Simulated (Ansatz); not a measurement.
Reaction (ligand exchange at the Si–O bond): `[OH][Ga]([Cl])[O][SiH3]` + `CC[SiH2]O` → `CC[SiH2]O[SiH3]` + `[OH][Ga]([OH])[Cl]`

Calculated with Ansatz (gas phase, PBE0-D4/def2-TZVP geometries, no zero-point term in ΔE). CBS: MP2 limit from def2 TZ/QZ plus the TZ coupled-cluster correction, frozen cores. DFT in def2-TZVPP. B3LYP here is the variant with VWN-RPA as its local correlation; programs differ in this. For Ga outer-core shells are correlated without core-valence functions, which leaves a few kJ/mol of doubt a bond. Scalar relativity is left out up to krypton. One conformer a species, not always the lowest.

```csv
level,ΔE (kJ/mol),difference from CCSD(T)/CBS
PBE-D4,-8.7,-0.8
PBE0-D4,-8.1,-0.2
ωB97X-V,-7.9,0.0
PBE,-7.5,0.4
B3LYP,-7.6,0.3
MP2/def2-TZVPP,-6.2,1.7
CCSD/def2-TZVPP,-6.1,1.8
HF/CBS(def2),-6.2,1.7
MP2/CBS(def2),-8.2,-0.3
CCSD/CBS(def2),-8.0,-0.1
CCSD(T)/CBS,-7.9,0
```

Largest T1 diagnostic among the species: 0.013.
